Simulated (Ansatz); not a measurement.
Relaxation of ClH2NZn (5 atoms, charge 0, multiplicity 1), to a largest force component of 0.02 eV/Å in at most 40 steps.

All numbers below come from RKS PBE0-D4/def2-SVP in Ansatz.

```xyz
5
Properties=species:S:1:pos:R:3
N -0.256 0.851 -0.433
Zn 0.369 -0.702 0.232
Cl 1.505 -1.449 0.673
H -0.809 0.221 -0.983
H -0.759 1.005 0.470
```

Question: Where does it end, and by what steps?

Answer: The forces met the threshold. After 9 steps the energy has fallen by 12.851 eV; Cl3 moved furthest, 0.79 Å. The start is strongly strained (largest force component 46 eV/Å).

```tsv
step	energy less start (eV)	largest force component (eV/Å)	accepted
0	0.0000	46.222	yes
1	-9.4859	10.954	yes
2	-11.5350	4.126	yes
3	-12.4566	1.304	yes
4	-12.7944	0.780	yes
5	-12.7979	1.208	yes
6	-12.8469	0.290	yes
7	-12.8510	0.071	yes
8	-12.8511	0.124	yes
9	-12.8513	0.006	yes
```

```xyz
5
Properties=species:S:1:pos:R:3
N -0.451 0.756 -0.380
Zn 0.606 -0.578 0.246
Cl 1.974 -2.032 0.916
H -1.088 0.512 -1.136
H -0.991 1.269 0.313
```

Whether the end is a true minimum wasn't checked by a vibrational analysis.

The run took 22 s on 1 thread of Arm Neoverse V1 (shared host), peak memory 0.13 GiB.
